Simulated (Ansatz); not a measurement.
Species: SnO2, net charge 0, singlet state. SMILES: [O]=[Sn]=[O]
Coordinates optimised at B3LYP-D3(BJ)/def2-TZVP (Ansatz, a quantum-chemistry and plane-wave program):
```xyz
3

Sn     0.0000     0.0000     0.0000
O      0.0000     0.0000    -1.8140
O      0.0000     0.0000     1.8140
```

Parts of the frozen-core correlation energy in def2-QZVPPD (Ansatz, hartree). Frozen orbitals: 11; correlated occupied orbitals by spin: 8 and 8; virtual: 201 and 201. No spin-orbit coupling. In def2 rows, elements after Kr have scalar-relativistic effective core potentials. The restricted reference is unstable.

```json
[
 {"term": "reference (HF)", "value": "-363.03192"},
 {"term": "MP2 opposite-spin", "value": "-0.48077"},
 {"term": "MP2 same-spin", "value": "-0.17068"},
 {"term": "CCSD correlation", "value": "-0.61897"},
 {"term": "(T)", "value": "-0.03912"},
 {"term": "T1 diagnostic", "value": "0.034"},
 {"term": "largest doubles amplitude", "value": "0.055"}
]
```
